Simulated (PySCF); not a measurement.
Species: C7H9O (doublet state).
Z-matrix (Å and degrees, GFN2-xTB geometry), rows numbered from 1:
```
O 
C   1  1.4083
C   2  1.5104  1  113.74
C   3  1.5102  2  121.52  1   170.33
C   4  1.4680  3   89.61  2  -153.54
C   5  1.5254  4  106.17  3   -34.96
C   6  1.5187  5  106.93  4    -3.43
C   6  1.4894  5   60.92  4    79.69
H   1  0.9638  2  108.61  3    57.71
H   2  1.0935  1  105.47  3   120.17
H   2  1.1016  1  110.67  3  -122.86
H   4  1.0724  3  125.58  2   -18.72
H   5  1.0762  4  128.58  3   165.38
H   6  1.0774  5  121.76  8   119.16
H   7  1.0901  3  116.30  2   -87.31
H   7  1.0892  3  113.55  2    42.34
H   8  1.0721  3  132.90  2     4.01
```

The hyperfine couplings belong to this conformer and change with its torsions.

Identity: `OC[C@@]12[CH][C@H]3[C@@H](C1)[C@H]32` [radical].

Computed with PySCF 2.14.0, UKS B3LYP, pcH-1 on C H O, non-relativistic, mean-field spin-orbit, GIAO. Geometry: GFN2-xTB, one conformer, isolated molecule. The geometry wasn't refined by DFT: couplings that depend on bond lengths, twists or pyramidal angles can differ widely from those at the functional's own minimum. No stability test was run, so a lower SCF solution isn't excluded.

(1) What is the g tensor, term by term?

(2) Average each term over the three axes. Which is largest in size?

(3) What effective moment and Curie constant follow for a powder?

(4) What are the electron Larmor frequencies g μB B/h along the three axes at 350 mT?

(5) In a frozen sample, at which fields do the three g values resonate at 9.5, 34, 94 and 263 GHz (hyperfine left aside), and which band first spreads them over more than twice a line width of 0.3 mT?

## Answers

(1) 
```csv
Δg (ppm),1,2,3
relativistic mass correction,-157,-157,-157
gauge correction,6,23,26
orbital Zeeman/spin–orbit,-51,501,668
total,-203,367,536
```

So g = 2.00212, 2.00269, 2.00286 and g_iso = 2.00255; the tensor is rhombic: the two nearest values differ by 23 % of g3 − g1. 

(2) The orbital-Zeeman/spin–orbit term 373, the mass correction -157 and the gauge correction 18 ppm, for a total of 233 ppm. The orbital-Zeeman/spin–orbit term is the largest in size. The mass correction is the same along every axis, so the anisotropy comes from the other two: their spans along these axes are 20 (gauge) and 719 ppm (orbital Zeeman/spin–orbit).

(3) With the mean of g² = 4.0102 and S(S+1) = 0.75: μ_eff = √(⟨g²⟩S(S+1)) = 1.734 μB and χT = 0.12505·⟨g²⟩·S(S+1) = 0.376 cm³ K/mol (cgs; spin-Hamiltonian part alone).

(4) 9.8077, 9.8105, 9.8114 GHz for g1, g2 and g3, a range of 3.6 MHz.

(5) 
| band | GHz | B(g3) mT | B(g2) mT | B(g1) mT | spread mT |
| --- | --- | --- | --- | --- | --- |
| X | 9.5 | 338.89 | 338.92 | 339.02 | 0.13 |
| Q | 34.0 | 1212.88 | 1212.98 | 1213.33 | 0.45 |
| W | 94.0 | 3353.26 | 3353.54 | 3354.49 | 1.24 |
| J | 263.0 | 9381.98 | 9382.78 | 9385.44 | 3.46 |

The spread grows in proportion to the frequency. W band is the first where it exceeds 0.6 mT.

The Mulliken spin populations are largest on C4 (+0.95) and C8 (+0.11). No atom but C4 exceeds +0.15. The angles at C4 add up to 340.4°, so it is pyramidal.

The HOMO–LUMO gaps are 5.78 eV among the α and 6.24 eV among the β orbitals.

The run took 2.8 min wall (grids of density and orbitals included) on an Intel Xeon at 2.50 GHz with one thread, shared host with 64 logical CPUs at a one-minute load of 62, and the process peaked at 0.97 GiB of memory.
